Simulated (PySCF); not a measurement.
# Two-dimensional NMR puzzle

Compound of formula C₆H₁₂F₂Si. Correlations simulated from computed shifts and the bond graph:

HSQC (one-bond C–H):
```
  δH    δC
4.65  92.6
2.78  48.1
2.22  40.3
2.20  36.8
1.95  48.1
1.83  23.1
1.67  40.3
1.40  36.8
1.18  23.1
```

COSY cross peaks (H two or three bonds apart, from the bond graph; peaks can be absent where the dihedral angle is near 90°):
```
  δH    δH
4.65  2.78
4.65  2.20
4.65  1.95
4.65  1.40
2.78  1.95
2.22  1.83
2.22  1.67
2.22  1.18
2.20  1.83
2.20  1.40
2.20  1.18
1.83  1.67
1.83  1.40
1.83  1.18
1.67  1.18
1.40  1.18
```

HMBC (two and three bonds, from the bond graph):
```
  δH                      δC
4.65  95.5, 48.1, 36.8, 23.1
3.95        95.5, 48.1, 40.3
2.78  95.5, 92.6, 40.3, 36.8
2.22  95.5, 48.1, 36.8, 23.1
2.20  92.6, 48.1, 40.3, 23.1
1.95  95.5, 92.6, 40.3, 36.8
1.83  95.5, 92.6, 40.3, 36.8
1.67  95.5, 48.1, 36.8, 23.1
1.40  92.6, 48.1, 40.3, 23.1
1.18  95.5, 92.6, 40.3, 36.8
```

Carbons without hydrogens: δ 95.5.

- shieldings: GIAO PBE0/pcSseg-1
- geometry from GFN2-xTB
- run in PySCF 2.14
- no solvent, one averaged value for each set of equivalent atoms, no relativistic terms, single conformer

References, each an isolated molecule treated in the same way: 1H (σ = 31.72 ppm) and 13C (σ = 186.93 ppm) vs TMS.

Exchangeable hydrogens are left out of these lists.

Which molecule is this?

Results:

SMILES F[C@@H]1CCC[C@@](F)([SiH3])C1.

Atoms are numbered as in `[F:1][C@@H:2]1[CH2:3][CH2:4][CH2:5][C@@:6]([F:7])([SiH3:8])[CH2:9]1`. Hydrogens are named by the atom that carries them. Ha(C3), Ha(C4), Ha(C5), Ha(C9) are cis to F1 on the ring; Hb(C3), Hb(C4), Hb(C5), Hb(C9) are trans to F1 on the ring.

δC 95.5 is C6, a fully substituted sp3 carbon bonded to F and Si. δC 92.6 is C2, an sp3 CH bonded to F (δH 4.65). δC 48.1 is C9, an sp3 CH2 in a ring (δH 2.78, 1.95). δC 40.3 is C5, an sp3 CH2 in a ring (δH 2.22, 1.67). δC 36.8 is C3, an sp3 CH2 in a ring (δH 1.40, 2.20). δC 23.1 is C4, an sp3 CH2 in a ring (δH 1.83, 1.18). HMBC from δH 4.65 reaches the proton-free carbon C6. HMBC from δH 3.95 reaches the proton-free carbon C6. HMBC from δH 2.78 reaches the proton-free carbon C6. HMBC from δH 2.22 reaches the proton-free carbon C6. COSY links 4.65–2.78, 4.65–2.20, 4.65–1.95, 4.65–1.40, 2.78–1.95, 2.22–1.83.

The data come from this structure; uniqueness wasn't tested.

Shifts are as computed. Against solution values, carbons near 30 ppm lie about +3 ppm off and those near 130 ppm about +5 ppm. Of 1309 compounds with measured shifts, 239 miss one by over three times the rms of a fit or turn the order of signals round; such compounds aren't used in these exercises.
